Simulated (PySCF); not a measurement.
Work out the structure from these simulated measurements.

Formula: C3H11BBrN.

| Item | Value |
| --- | --- |
| Polarisability | 83.9 au [CAM-B3LYP/def2-SVPD] |
| 1H NMR | chemical shifts (computed TMS as zero) by class: 3.00 (2 H), 2.52 (9 H) ppm [GIAO CAM-B3LYP/pcSseg-1] |
| Valence photoelectron | vertical ionisation energy: 9.12 eV [ΔSCF CAM-B3LYP/def2-SVPD] |
| NMR, other nuclei | isotropic shieldings of nuclei other than C and H, by class: 101 (1 B), 206 (1 N), 2752 (1 Br) ppm [GIAO CAM-B3LYP/pcSseg-1] |
| 13C NMR | chemical shifts (computed TMS as zero) by class: 51.1 (3 C) ppm [GIAO CAM-B3LYP/pcSseg-1] |
| Rotational structure | rotational constants A, B, C: 4.596, 1.133, 1.125 GHz [PBE0-D3(BJ)/def2-SVP] |
| Couplings | largest of the computed one-bond spin–spin couplings (means over like bonds): 13C–1H +147.2 (×9), 11B–1H +137.8 (×2), 15N–13C -6.4 (×3), 15N–11B -5.8 Hz [B3LYP/pcJ-1 (pcSseg-1 on Br), spin–dipole term left out for some pairs] |
| UV, first state | lowest singlet excitation: 6.62 eV (187 nm, f = 0.017) [TDDFT CAM-B3LYP/def2-SVPD] |
| Dipole | 6.39 D [CAM-B3LYP/def2-SVPD] |

The electronic properties come from PySCF, for the isolated species, density fitting. Levels stand in brackets. Geometry: PBE0-D3(BJ)/def2-SVP; no solvent, vibrations or thermal averaging. The calculation is non-relativistic and has no spin–orbit coupling, an omission that weighs most on bromine. Each NMR value is the plain mean over a class of atoms that symmetry, rotation or inversion makes alike.

Q: Propose a structure and show how it fits.

A: Numbering: `[CH3:1][N+:2]([CH3:3])([CH3:4])[BH2-:5][Br:6]`. 3 carbons fall into 1 class: N-methyl carbon [C1/C3/C4] (51.1 ppm, 3 C, up to 2.2 ppm apart in this geometry). Hydrogen classes from least to most shielded: 2 H on a four-coordinate boron, B5 (3.00 ppm), 9 H on 3 N-methyl carbons, C1/C3/C4 (2.52 ppm, a mean of values up to 2.1 ppm apart in this geometry). The other shieldings belong to: 101 ppm, four-coordinate boron [B5]; 206 ppm, nitrogen bonded to B and 3 C [N2]; 2752 ppm, bromine bonded to B [Br6]. The couplings run between: +147.2 Hz, N-methyl carbon [C1] and its hydrogen (with 8 like pairs); +137.8 Hz, four-coordinate boron [B5] and its hydrogen (with 1 like pair); -6.4 Hz, nitrogen bonded to B and 3 C [N2] and N-methyl carbon [C1] (with 2 like pairs); -5.8 Hz, nitrogen bonded to B and 3 C [N2] and four-coordinate boron [B5]. The first electron is taken from the HOMO, whose largest Löwdin shares are 0.73 on the bromine bonded to B, 0.13 on the four-coordinate boron and 0.05 on each of 2 atoms of one kind (B–H hydrogen). The optimised geometry has point group Cs and is an asymmetric top. Structure: `C[N+](C)(C)[BH2-]Br`. Computed isomers that give other values at the same levels: `CCC[B@@H-]([NH3+])Br` (rotational constant A: 3.099 GHz; this holds for the one conformer computed). The assignments are read from this structure; whether some other isomer fits the data as well wasn't checked.

The values belong to the conformer `[CH3:1][N+:2]([CH3:3])([CH3:4])[BH2-:5][Br:6]`: C1–N2–B5–Br6 180°.
